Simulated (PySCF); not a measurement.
CH2F3O3S (SMILES O=S(=O)([OH2+])C(F)(F)F), charge +1, singlet, geometry from GFN2-xTB; DF-PBE0/6-311+G(2d,p) in PySCF.

Input for PySCF:
```python
from pyscf import gto, scf, dft

mol = gto.Mole()
mol.atom = '''
    O    -1.158827   -1.436050    0.611836
    S    -0.688260   -0.123378    0.509018
    O    -1.070127    0.956060    1.311580
    O    -1.456276    0.398058   -1.176182
    C     1.072983    0.023007   -0.214665
    F     1.917282   -0.282278    0.721943
    F     1.186975    1.261129   -0.609567
    F     1.110093   -0.812264   -1.216079
    H    -1.965133   -0.275410   -1.676104
    H    -1.907918    1.267586   -1.224744
'''
mol.basis = '6-311+g(2d,p)'
mol.charge = 1
mol.spin = 0
mol.verbose = 4
mol.build()

mf = dft.RKS(mol)
mf.xc = 'pbe0'
mf = mf.density_fit(auxbasis='def2-universal-jkfit')
mf.kernel()
mf.analyze()
```

What the program printed (banner, timings and long lists left out):

```
PySCF version 2.14.0

[INPUT] verbose = 4
[INPUT] num. atoms = 10
[INPUT] num. electrons = 74
[INPUT] charge = 1
[INPUT] spin (= nelec alpha-beta = 2S) = 0
[INPUT] symmetry False subgroup None
[INPUT] Mole.unit = angstrom
[INPUT] Symbol           X                Y                Z      unit          X                Y                Z       unit  Magmom
[...]
nuclear repulsion = 575.698614909167
number of shells = 100
number of NR pGTOs = 350
number of NR cGTOs = 236
basis = 6-311+g(2d,p)
ecp = {}

******** <class 'pyscf.df.df_jk.DFRKS'> ********
method = DFRKS
initial guess = minao
damping factor = 0
level_shift factor = 0
DIIS = <class 'pyscf.scf.diis.CDIIS'>
diis_start_cycle = 1
diis_space = 8
diis_damp = 0
SCF conv_tol = 1e-09
SCF conv_tol_grad = None
SCF max_cycles = 50
direct_scf = False
XC library pyscf.dft.libxc version 7.1.2
    S. Lehtola, C. Steigemann, M. J. T. Oliveira, and M. A. L. Marques,  SoftwareX 7, 1–5 (2018)
XC functionals = pbe0
    C. Adamo and V. Barone,  J. Chem. Phys. 110, 6158 (1999)
    M. Ernzerhof and G. E. Scuseria,  J. Chem. Phys. 110, 5029 (1999)
radial grids:
    Treutler-Ahlrichs [JCP 102, 346 (1995); DOI:10.1063/1.469408] (M4) radial grids

becke partition: Becke, JCP 88, 2547 (1988); DOI:10.1063/1.454033
pruning grids: <function nwchem_prune>
grids dens level: 3
symmetrized grids: False
atomic radii adjust function: <function treutler_atomic_radii_adjust>
small_rho_cutoff = 0
Set gradient conv threshold to 3.16228e-05
Initial guess from minao.
tot grids = 137648
******** <class 'pyscf.df.df.DF'> ********
auxbasis = def2-universal-jkfit
init E= -964.046230995999
[...]
cycle= 1 E= -961.408955921964  delta_E= 2.64  |g|= 1.51  |ddm|= 3.14
[...]
cycle= 2 E= -959.974809701279  delta_E= 1.43  |g|= 3.26  |ddm|= 3.49
[...]
cycle= 3 E= -961.798774487035  delta_E= -1.82  |g|= 0.325  |ddm|= 2.63
[...]
cycle= 4 E= -961.810063339499  delta_E= -0.0113  |g|= 0.21  |ddm|= 0.392
[...]
cycle= 5 E= -961.817319737248  delta_E= -0.00726  |g|= 0.0257  |ddm|= 0.143
[...]
cycle= 6 E= -961.817444547308  delta_E= -0.000125  |g|= 0.00816  |ddm|= 0.0343
[...]
cycle= 7 E= -961.817454940775  delta_E= -1.04e-05  |g|= 0.0024  |ddm|= 0.00686
[...]
cycle= 8 E= -961.817455808874  delta_E= -8.68e-07  |g|= 0.00076  |ddm|= 0.00228
[...]
cycle= 9 E= -961.8174558961  delta_E= -8.72e-08  |g|= 0.000219  |ddm|= 0.000664
[...]
cycle= 10 E= -961.817455905663  delta_E= -9.56e-09  |g|= 5.28e-05  |ddm|= 0.000234
[...]
cycle= 11 E= -961.817455905887  delta_E= -2.24e-10  |g|= 4.01e-05  |ddm|= 5.62e-05
[...]
cycle= 12 E= -961.817455906151  delta_E= -2.64e-10  |g|= 6.28e-06  |ddm|= 2.69e-05
[...]
Extra cycle  E= -961.81745590615  delta_E= 1.14e-12  |g|= 8.58e-06  |ddm|= 1.04e-05
converged SCF energy = -961.81745590615
**** SCF Summaries ****
Total Energy =                        -961.817455906150144
Nuclear Repulsion Energy =             575.698614909167190
One-electron Energy =                -2458.392791065298752
Two-electron Energy =                  920.876720249981418
Two-electron Coulomb Energy =         1009.030138685181100
DFT Exchange-Correlation Energy =      -88.153418435199626
HOMO-LUMO gap [eV] =                     8.168381660439186
**** MO energy ****
[...]
 ** Mulliken pop on meta-lowdin orthogonal AOs  **
 ** Mulliken pop  **
 ** Mulliken atomic charges  **
charge of    0O =     -0.62453
charge of    1S =      1.81469
charge of    2O =     -0.62453
charge of    3O =     -0.55061
charge of    4C =      0.68673
charge of    5F =     -0.17195
charge of    6F =     -0.18970
charge of    7F =     -0.18970
charge of    8H =      0.42480
charge of    9H =      0.42480

WARN: System has nonzero charge 1; the dipole moment is origin-dependent.
Location of origin: [0. 0. 0.]

Dipole moment(X, Y, Z, Debye): -3.93472,  1.19896, -3.60004
```
